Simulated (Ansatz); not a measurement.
Compare A (`C[SiH](C)[NH][AlH2]`) with its isomer B (`C[SiH](C)[AlH][NH2]`).

Computed with Ansatz on PBE0-D4/def2-TZVP structures; ΔE is electronic, products minus reactants. CBS: MP2 limit from def2 TZ/QZ plus the TZ coupled-cluster correction, frozen cores. Functionals use def2-TZVPP. B3LYP here is the variant with VWN-RPA as its local correlation; programs differ in this. One conformer a species, not always the lowest.

(1) Which is lower in electronic energy at CCSD(T)/CBS, and by how much? (An estimate is asked.)

(2) Give E(B) − E(A) in kcal/mol with r2SCAN-D4, B3LYP, B2PLYP, MP2/def2-TZVPP, CCSD/def2-TZVPP, ωB97M-V, PBE0-D4. (Estimate.)

Largest T1 diagnostic: 0.011.

Answers

(1) Ansatz gave: A, by 16.1 kcal/mol.

(2) Computed: r2SCAN-D4 15.1, B3LYP 15.0, B2PLYP 16.4, MP2/def2-TZVPP 18.0, CCSD/def2-TZVPP 16.5, ωB97M-V 17.5, PBE0-D4 12.9. None reverses the order clearly.

From PBE to PBE0 (25 % exact exchange), in def2-TZVPP and without D4, E(B) − E(A) moves by +1.8 kcal/mol. The D4 term adds +0.9 kcal/mol with B3LYP and +0.4 kcal/mol with PBE0; it sums over pairs of atoms, weighted by their polarisabilities, and B3LYP, whose exchange is more repulsive, gets the larger term.
